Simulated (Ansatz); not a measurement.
Mulliken charges of `S/C=[N]/[GeH2][Cl]` from r2SCAN/def2-TZVPP in Ansatz (PBE0-D4/def2-TZVP geometry).

| atom | x (Å) | y (Å) | z (Å) | charge (e) |
| --- | --- | --- | --- | --- |
| S1 | -0.059 | 1.555 | 2.372 | -0.075 |
| C2 | 0.103 | 0.349 | 1.116 | 0.114 |
| N3 | -0.033 | 0.587 | -0.114 | -0.363 |
| Ge4 | 0.163 | -0.803 | -1.308 | 0.489 |
| Cl5 | -1.792 | -1.254 | -2.079 | -0.321 |
| H6 | -0.337 | 2.563 | 1.526 | 0.113 |
| H7 | 0.339 | -0.631 | 1.561 | 0.060 |
| H8 | 1.021 | -0.338 | -2.485 | 0.002 |
| H9 | 0.683 | -2.074 | -0.607 | -0.020 |

Question: By hand: the dipole of these point charges (1 e Å = 4.8032 D).

Answer: Σ q r = (0.654, 0.013, 0.292) e Å, of length 0.716 e Å = 3.44 D.

Question: How does the dipole of the full density compare? (An estimate is asked.)

Answer: Computed: (0.372, 0.002, 0.250) e Å, 2.15 D; the point charges give 1.60 times that, at 10° from its direction.

Point charges leave out the atoms' own dipoles, such as those of lone pairs, and Mulliken's split depends on the basis, so the two needn't agree.
